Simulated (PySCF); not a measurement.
## Removing the step error of a finite difference

System: ClIMg, singlet, geometry from GFN2-xTB (such geometries of metal compounds can be far from the true shape) (core potentials on I). Level: PySCF with CAMB3LYP/def2-SVP, polarisability. Sums are taken with unrounded values, so a last digit can differ.

Second differences of the energy in a field along z gave a polarisability along z of 58.858 bohr³ at step 0.005 and 62.903 bohr³ at step 0.05 (atomic units).

**Question.** Extrapolate to zero step.

**Answer.** The leading error of a symmetric difference goes as h², so A(h) = A0 + c h². Then c = (62.903 - (58.858))/(0.05² - 0.005²) = 1630 (atomic units) and A0 = 58.858 - c × 0.005² = 58.817 bohr³. The analytic value from the same program and level is 58.824 bohr³: the smaller step missed it by 0.034, the extrapolation by -0.007.
